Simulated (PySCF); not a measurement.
# How good is the calculation?

Geometry:
| atom | x (Å) | y (Å) | z (Å) |
| --- | --- | --- | --- |
| O1 | 2.384 | -1.295 | 0.551 |
| C2 | 1.853 | -0.323 | 0.080 |
| O3 | 2.538 | 0.688 | -0.465 |
| C4 | 0.379 | -0.111 | 0.038 |
| C5 | -0.201 | 1.052 | -0.471 |
| C6 | -1.592 | 1.150 | -0.461 |
| N7 | -2.392 | 0.195 | 0.003 |
| C8 | -1.831 | -0.912 | 0.485 |
| C9 | -0.454 | -1.117 | 0.529 |
| H10 | 3.477 | 0.458 | -0.389 |
| H11 | 0.420 | 1.859 | -0.862 |
| H12 | -2.080 | 2.051 | -0.850 |
| H13 | -2.513 | -1.683 | 0.859 |
| H14 | -0.017 | -2.033 | 0.931 |

Published estimates (parent shift plus substituent increments) and measurements: δ ¹H H12/H13 8.79; H11/H14 7.70 ppm (estimated from measurements, as parent shift plus tabulated substituent increment; solution, not stated per compound (mostly CDCl3 or CCl4); Pretsch, Buehlmann, Badertscher, Structure Determination of Organic Compounds, 4th ed. (2009)).

Level of theory: NMR shieldings at KT3/pcSseg-1/GIAO, geometry: PBE0-D3(BJ)/def2-SVP, in PySCF (averaged over atoms made equivalent by symmetry, fast rotation or ring inversion, relativity neglected, one computed conformer, gas phase).

Question: Set the calculated values beside the experiment.

Answer: 
Reference values: estimated from measurements, as parent shift plus tabulated substituent increment (solution, not stated per compound (mostly CDCl3 or CCl4); Pretsch, Buehlmann, Badertscher, Structure Determination of Organic Compounds, 4th ed. (2009)).
```
  atoms  quantity  reference  computed
H12/H13      δ ¹H       8.79      8.70
H11/H14      δ ¹H       7.70      7.55
```

Computed shifts are σ(ref) − σ with the named reference compound (TMS for H and C) calculated as an isolated molecule at the same level.

Question: How far are the unscaled ¹H shifts from the references?

Answer: Mean signed difference -0.12 ppm, mean absolute 0.12 ppm over 2 comparisons; the largest is -0.15 ppm at H11/H14 (hydrogen on an aromatic CH).

2 of the 4 published NMR values on file for this molecule are compared.
